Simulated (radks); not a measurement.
Isoelectronic series with 13 electrons, each ion in its NIST ground configuration. Calculated with a radial shooting solver on a logarithmic mesh with Libxc functionals: scalar-relativistic Kohn-Sham, PBE, spin-polarised, spherical densities, point nucleus; open shells are filled with parallel spins first (spin-orbit coupling, left out, can overturn this in heavy ions). Total energies (hartree) and mean radii <r> (bohr) (* marks an orbital that is empty in some or all of the ions):

| ion | configuration | E (hartree) | 3p down* | 3p up | 3s down |
|---|---|---|---|---|---|
| Al | [Ne] 3s2 3p1 | -242.69177 | 3.471 | 3.402 | 2.535 |
| Ar5+ | [Ne] 3s2 3p1 | -521.21619 | 1.285 | 1.280 | 1.220 |
| V10+ | [Ne] 3s2 3p1 | -910.47523 | 0.8310 | 0.8292 | 0.8252 |
| Ni15+ | [Ne] 3s2 3p1 | -1411.73503 | 0.6178 | 0.6169 | 0.6256 |
| As20+ | [Ne] 3s2 3p1 | -2026.86827 | 0.4922 | 0.4917 | 0.5036 |
| Sr25+ | [Ne] 3s2 3p1 | -2758.25798 | 0.4090 | 0.4086 | 0.4208 |
| Tc30+ | [Ne] 3s2 3p1 | -3608.82348 | 0.3496 | 0.3493 | 0.3607 |
| Cd35+ | [Ne] 3s2 3p1 | -4582.07595 | 0.3049 | 0.3047 | 0.3151 |
| I40+ | [Ne] 3s2 3p1 | -5682.19632 | 0.2701 | 0.2700 | 0.2790 |
| Ce45+ | [Ne] 3s2 3p1 | -6914.1380 | 0.2422 | 0.2421 | 0.2498 |
